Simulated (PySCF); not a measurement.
These are PySCF with PBE-D3(BJ)/def2-TZVP // PBE0-D3(BJ)/def2-SVP values and carry that method's errors. Isolated molecules, 0 K electronic values unless said otherwise. One relaxed conformer stands for a flexible species; it need not be the lowest. Excitations are Tamm–Dancoff values on a coarser integration grid. The basis has no diffuse functions, so Rydberg states are missing or too high.

Reference species (SMILES): `[SiH3]c1ccc(C(=C)F)cc1` (F–C–C–C torsion 5°) (neutral, multiplicity 1).

- T1 excitation (TDA) = 3.03 eV
- HOMO = -5.88 eV
- LUMO = -2.37 eV

After one change: the T1 excitation (TDA) stays essentially unchanged; the HOMO decreases by 0.06 eV; the LUMO falls by 0.05 eV.

Problem. Which change was made? The new species is one of these.
(A) `C=C([SiH3])c1ccc(F)cc1` (Si–C–C–C torsion 33°)
(B) `C=Cc1c(F)cccc1[SiH3]` (C–C–C–C torsion 145°)
(C) `C=Cc1ccc([SiH3])c(F)c1` (C–C–C–C torsion 179°)
(D) `C=Cc1ccc(F)cc1[SiH3]` (C–C–C–C torsion 20°)

Solution. C, `C=Cc1ccc([SiH3])c(F)c1` (C–C–C–C torsion 179°)
